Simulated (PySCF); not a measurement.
How methods differ on the excitation energy of Ru⁺

Ru⁺ [Kr] 4d7 (4F) → Ru⁺ [Kr] 4d6 5s1 (6D), as a difference of total energies. Computed with PySCF 2.14 in def2-TZVPPD with the def2 core potential (28 electrons) (6s4p3d2f1g, 56 functions), with scalar relativity through the core potential. Correlated levels: valence: 4s2 4p6 frozen; valence and next inner shell: nothing frozen outside the core potential. The calculations carry no spin-orbit coupling.

**Question.** Order these methods by the excitation energy they give, lowest first.
A. LDA
B. MP2 (valence and next inner shell)
C. HSE06
D. SCS-MP2 (valence)

**Answer.** B (0.683 eV), A (0.759 eV), C (0.891 eV), D (1.486 eV).

Errors of the correlated levels include the incompleteness of this basis and the frozen core.

For comparison: 1.090 eV (measured; NIST levels, between the centres of gravity of the two terms).
